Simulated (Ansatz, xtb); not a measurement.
# C7H7N: which of two isomers lies lower

Structure a is `C=C/C=C/C=C/C#N`, a singlet and structure b is `C=C/C=C/C=C\C#N`, a singlet. Both are isolated molecules in the gas phase, relaxed with PBE-D3(BJ)/def2-SVP; the shapes shown needn't be the lowest conformers.

a (Å):

```yaml
atoms:
  - { symbol: C, position_ang: [-1.1128, -2.8051, 2.1171] }
  - { symbol: C, position_ang: [-0.3624, -2.6187, 1.0027] }
  - { symbol: C, position_ang: [-0.5328, -1.5141, 0.0871] }
  - { symbol: C, position_ang: [0.2210, -1.3195, -1.0399] }
  - { symbol: C, position_ang: [0.0371, -0.2142, -1.9397] }
  - { symbol: C, position_ang: [0.7873, -0.0139, -3.0681] }
  - { symbol: C, position_ang: [0.5961, 1.0828, -3.9504] }
  - { symbol: N, position_ang: [0.4514, 1.9853, -4.6919] }
  - { symbol: H, position_ang: [-1.9160, -2.1002, 2.3880] }
  - { symbol: H, position_ang: [-0.9475, -3.6620, 2.7867] }
  - { symbol: H, position_ang: [0.4345, -3.3444, 0.7605] }
  - { symbol: H, position_ang: [-1.3284, -0.7838, 0.3230] }
  - { symbol: H, position_ang: [1.0180, -2.0453, -1.2819] }
  - { symbol: H, position_ang: [-0.7586, 0.5117, -1.6990] }
  - { symbol: H, position_ang: [1.5897, -0.7242, -3.3330] }
```

b (Å):

```xyz
15

C     2.3864    2.8133   -1.7103
C     1.1851    2.2352   -1.4615
C     0.9112    1.4000   -0.3144
C    -0.2997    0.8135   -0.0588
C    -0.5514   -0.0149    1.0890
C    -1.7447   -0.6225    1.3857
C    -2.9069   -0.5041    0.5739
N    -3.8705   -0.4087   -0.0949
H     3.2404    2.6699   -1.0279
H     2.5506    3.4427   -2.5974
H     0.3493    2.3983   -2.1650
H     1.7429    1.2323    0.3945
H    -1.1358    0.9761   -0.7620
H     0.2857   -0.1750    1.7894
H    -1.8397   -1.2406    2.2924
```

**Question.** Estimate which is lower in electronic energy at CCSD(T)/def2-SVP + ΔMP2/def2-TZVPP, and by roughly how much.

**Answer.** CCSD(T)/def2-SVP + ΔMP2/def2-TZVPP gives E(b) − E(a) = −0.43 kcal/mol, slightly favouring structure b, which is too small a margin to settle the true order.

Level by level:

```csv
level,geometry,E(b) − E(a) (kcal/mol),departure from the last row (kcal/mol),"job, with rough time for the two"
GFN2-xTB,GFN2-xTB,+0.11,+0.54,"optimisation, 0.15 s"
HF/STO-3G,GFN2-xTB,+0.23,+0.66,"single point, 0.59 s"
r2SCAN-D4/def2-SVP,GFN2-xTB,−0.21,+0.22,"single point, 8.1 s"
PBE-D3(BJ)/def2-SVP,PBE-D3(BJ)/def2-SVP,−0.21,+0.22,"optimisation, 37 s"
HF/def2-SVP,PBE-D3(BJ)/def2-SVP,+0.05,+0.48,part of the CCSD(T) run
MP2/def2-SVP,PBE-D3(BJ)/def2-SVP,−0.17,+0.26,part of the CCSD(T) run
CCSD(T)/def2-SVP,PBE-D3(BJ)/def2-SVP,−0.04,+0.39,single point
CCSD(T)/def2-SVP + ΔMP2/def2-TZVPP,PBE-D3(BJ)/def2-SVP,−0.43,,"single point, 3.6 min"
```

As drawn, both hold the same kinds of bond in the same numbers.

The largest departure from CCSD(T)/def2-SVP + ΔMP2/def2-TZVPP is that of HF/STO-3G, 0.66 kcal/mol. The last row adds to CCSD(T) the change of the MP2 difference between the two basis sets, here −0.39 kcal/mol.

With thermal terms from frequencies at re-optimised GFN2-xTB minima (ideal gas, soft modes damped towards free rotors, one conformer each, 298.15 K, 1 atm): on the last row, ΔE + ΔZPE = −0.30, ΔH = −0.39, ΔG = −0.36 kcal/mol.

The correlated steps freeze 8 core orbitals. Programs: Ansatz 0.2.0, xtb 6.7.1; the last row on 2 threads of Arm Neoverse V1 on a shared host.
